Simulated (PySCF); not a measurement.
**[Ta(F)3(OH)2] (charge 0, multiplicity 1)**

Calculation: TPSSh-D3(BJ)/def2-TZVP // r2SCAN-D4/def2-SVP (PySCF).

The HOMO is -9.24 eV. The dipole moment comes out as 2.63 D, the HOMO–LUMO gap is 7.12 eV and the LUMO is -2.12 eV. The charge on the central atom (Mulliken) comes out as 1.68 e. The total energy comes out as -508.7223 Ha and the cost comes out as around 5 core-minutes (rough).

```xyz
8

Ta    -0.0787     0.0177    -0.0339
F      0.6273     1.4882     0.9560
F     -1.7543     0.4201     0.7165
F      1.1903    -1.0686     0.8277
O      0.4508     0.9476    -1.6068
H      0.8838     1.8103    -1.5240
O     -0.7676    -1.4196    -1.0359
H     -1.1105    -2.1370    -1.5726
```
Charge 0, spin multiplicity 1.
